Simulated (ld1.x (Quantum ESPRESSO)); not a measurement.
# Varying the ultrasoft potential for Ne

Base potential:

- Element: neon (Ne)
- Generator: ld1.x (Quantum ESPRESSO) 7.5
- Type: ultrasoft
- Functional: BP86
- Relativity: fully relativistic
- Frozen core: [He]
- Valence charge: 8
- Reference configuration: 2s2 2p5 (charge +1)
- Partial waves: 2s (bound): rcut 0.45, rcutus 0.50 bohr; 2s channel at 0.45 Ry: rcut 0.45, rcutus 0.50 bohr; 2p (bound): rcut 0.75, rcutus 0.95 bohr; 2p channel at -2 Ry: rcut 0.75, rcutus 0.95 bohr; 3d channel at 0.3 Ry: rcut 0.80, rcutus 0.90 bohr; 3d channel at 2.65 Ry: rcut 0.80, rcutus 0.90 bohr
- Local potential: all-electron potential smoothed inside 0.40 bohr (lloc = -1)
- Core correction: Bessel-smoothed model core inside 0.45 bohr
- Augmentation charge: built from norm-conserving waves at rcut, not smoothed further

Open shells are filled in proportion to 2j + 1 (rel_dist='average').

Cutoffs, loose and tight: the cutoffs (Ry, on a coarse ladder) from which the occupation-weighted sum of valence levels, in a spherical-Bessel basis at the reference potential, stays within 10 and 1 mRy of its value at 400 Ry. They do not see the model core or the augmentation charge, which bear on the density cutoff. Test errors are all-electron minus pseudo excitation energies from the reference, over the configurations 2s2 2p6; 2s2 2p4; 2s2 2p3; 2s1 2p6; 2s2 2p5.5; 2s2 2p2. A dash means not determined; rows that change the core or the reference have their own tests.

A true bound ghost makes a file unfit for plane-wave use even where its test errors are small: the radial tests pick states by their node count and pass the ghost by.

Cutoffs are not given where the Bessel-basis levels miss the radial ones by over 6 mRy, ghosts where they miss by over 20 mRy; a channel whose overlap is not positive is not tested.

A file whose overlap is not positive is unfit for use, and its test errors describe a broken file.

| change | outcome | cutoff, loose | cutoff, tight | bound ghosts | largest test error (meV) |
| --- | --- | --- | --- | --- | --- |
| base | generated, overlap not positive | – | – | s (d3/2, d5/2 not tested, overlap not positive) | +176 |
| all radii but the core radius scaled by about 0.77 (s 0.38, p 0.74, d 0.70 bohr, rcut 0.36/0.58/0.62); local potential all-electron potential smoothed inside 0.32 bohr (lloc = -1) | failed: compute_chi: chi too large beyond r_c | – | – | – | – |
| all radii but the core radius scaled by about 0.89 (s 0.44, p 0.86, d 0.80 bohr, rcut 0.40/0.68/0.72); local potential all-electron potential smoothed inside 0.36 bohr (lloc = -1) | failed: run_pseudo: Errors in PS-KS equation | – | – | – | – |
| all radii but the core radius scaled by about 1.24 (s 0.62, p 1.18, d 1.12 bohr, rcut 0.56/0.92/0.98); local potential all-electron potential smoothed inside 0.50 bohr (lloc = -1) | generated, overlap not positive | – | – | not determined (overlap not positive) | +419 |
| all radii but the core radius scaled by about 1.36 (s 0.68, p 1.30, d 1.22 bohr, rcut 0.62/1.02/1.08); local potential all-electron potential smoothed inside 0.54 bohr (lloc = -1) | generated | 50 Ry | 120 Ry | none | +664 |

Q: What comes out with this change to the base: all radii but the core radius scaled by about 1.16 (s 0.58, p 1.10, d 1.04 bohr, rcut 0.52/0.86/0.92); local potential all-electron potential smoothed inside 0.46 bohr (lloc = -1)?

A: outcome: generated, overlap not positive; bound ghosts: not determined (overlap not positive); largest test error (meV): +295. A file whose overlap is not positive is unfit for use, and its test errors describe a broken file.

Reading the sweep of the scale of all radii but the core radius (base = 1) (base included, trends over the rows without a ghost): Bound ghosts are found at 1. The generation fails at 0.77, 0.89.
